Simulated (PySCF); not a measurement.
# Electron correlation in Te²⁺ (tellurium, charge +2)

[Kr] 4d10 5s2 5p2, high-spin 3P determinant. Calculation: PySCF 2.14, in x2c-TZVPPall with one added diffuse shell each of s, p, d, f type (9s7p5d3f, 76 functions); scalar relativity by spin-free X2C-1e. Frozen: [Kr] 4d10; 4 electrons correlated.

MP2 pair energies summed by pair of shells (mhartree):

| pair | energy | share (%) |
| --- | --- | --- |
| 5s-5p | -28.03 | 62.1 |
| 5s-5s | -12.78 | 28.3 |
| 5p-5p | -4.31 | 9.5 |

Total MP2 correlation energy: -45.12 mhartree.

Same-spin part -7.32 and opposite-spin part -37.80 mhartree; SCS-MP2 scales them by 1/3 and 6/5 to -47.80 mhartree.
